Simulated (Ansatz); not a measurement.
CH₄ClFOSTi, SMILES `C[O][Ti]([F])([SH])[Cl]` at its PBE0-D4/def2-TZVP geometry, where that method's forces vanish. Charge 0, multiplicity 1.

```xyz
10

C    -0.5646   -0.8498   -1.7148
O    -0.1531   -0.1915   -0.5555
Ti    0.5277    0.6759    0.7735
F     0.3880    2.4157    0.5808
S    -0.7095   -0.0121    2.5622
Cl    2.6480    0.1421    1.0403
H     0.2481   -1.4772   -2.0888
H    -0.8424   -0.1183   -2.4773
H    -1.4287   -1.4777   -1.4849
H    -0.1135    0.8929    3.3645
```

(1) What forces (eV/Å) does r2SCAN-D4/def2-TZVPP give on these atoms in the Gaussian-basis code of Ansatz? (An estimate is asked.)

## Answers

(1) Computed: 
```
C1  -0.071 -0.119 -0.226
O2  -0.121 -0.108 -0.145
Ti3  0.125  0.036  0.248
F4  -0.026  0.293 -0.044
S5  -0.133 -0.066  0.151
Cl6  0.213 -0.044  0.014
H7  -0.010  0.004  0.002
H8   0.001 -0.009  0.006
H9   0.009  0.006 -0.002
H10  0.011  0.007 -0.006
```
